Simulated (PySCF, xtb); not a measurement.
BH3, SMILES B.

GFN2-xTB (xtb) at its own geometry gives an orbital gap of 4.49 eV and a dipole moment of 0.07 D.

Coordinates come from a PBE0-D3(BJ)/def2-TZVPD optimisation. The isomer is the one that the SMILES or the coordinates give; other isomers of the formula were not compared.

Problem. What does PySCF with r2SCAN/def2-TZVPD give? (Estimate from the structure and the level; the computed values follow.)

Solution. gap 6.28 eV (levels -8.81 and -2.53 eV), dipole 0.00 D.
